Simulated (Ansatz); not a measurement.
```xyz
8

Si   -0.0418   -0.0132   -1.1492
Si   -0.0316   -0.0076    1.2112
H     0.0047   -1.3861   -1.6431
H    -1.2580    0.7107   -1.6648
H     1.1772    0.6705   -1.6824
H    -0.0349    1.3847    1.6594
H    -1.1863   -0.7308    1.7180
H     1.2407   -0.7414    1.6725
```

Basis set: def2-TZVP (spherical functions). Left uncorrelated: 10 orbitals. Charge 0, multiplicity 1.

Computed with Ansatz (development build ahead of 0.2.0); each method stands on the lowest determinant of its kind that the runs found. Restricted open shells among the atoms or ions are ROHF, correlated in semicanonical orbitals with singles.

Problem. Give the atomization energy at this shape (free ground-state atoms in the same class of orbitals less the molecule, no zero-point energy) of singlet Si₂H₆ by RHF-MP2, RHF.

Solution.

| method | atomization energy |
| --- | --- |
| RHF-MP2 | 2092.4 kJ/mol |
| RHF | 1759.3 kJ/mol |
